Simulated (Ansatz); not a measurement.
`C[SiH](S)CF` → `CF` + `C[Si]S` at 298.15 K and 1 bar (silylene formation by 1,1-elimination).

Gas-phase electronic energies from Ansatz, PBE0-D4/def2-TZVP geometries. CCSD(T)/CBS is the MP2 limit (def2-TZVPP, def2-QZVPP) plus CCSD(T) − MP2 in def2-TZVPP, frozen cores. This one scheme is used for every species. One conformer a species, not always the lowest.

```tsv
species	CCSD(T)/CBS energy (Eh)	H − E (kJ/mol)	S (J/(mol·K))
`C[SiH](S)CF`	-866.99875	247.8	370.4
`CF`	-139.63461	113.4	222.6
`C[Si]S`	-727.30578	136.5	304.5
```

H − E and S are ideal-gas, rigid-rotor, harmonic terms from PBE0-D4/def2-TZVP, for one conformer and one mirror image of each species. 1 Eh = 2625.50 kJ/mol, R = 8.31446 J/(mol·K).

Task: By hand: ΔE, ΔH, ΔS and ΔG.

Result: ΔE = (-139.63461) + (-727.30578) − (-866.99875) = 0.05836 Eh = 153.2 kJ/mol. Δ(H − E) = 113.4 + 136.5 − 247.8 = 2.1, so ΔH = 155.3 kJ/mol. ΔS = 222.6 + 304.5 − 370.4 = 156.7 J/(mol·K). ΔG = 155.3 − 298.15 × (156.7)/1000 = 108.6 kJ/mol.

Task: By hand: the equilibrium constant, and the temperature at which ΔG would vanish if ΔH and ΔS stayed fixed.

Result: log₁₀ K = −ΔG/(RT ln 10) = -19.0. ΔG = 0 at ΔH/ΔS = 991 K.

The number of gas molecules changes by +1, which sets the sign of ΔS. A doubt of 5 kJ/mol in ΔE shifts log₁₀ K by 0.9 here. Other conformers and mirror images would add mixing entropy, several J/(mol·K) or more a flexible species. These are equilibria of isolated gas molecules and say nothing of rates. Largest T1 diagnostic: 0.014 (customary marks: 0.02 for closed shells, 0.045 for open ones).
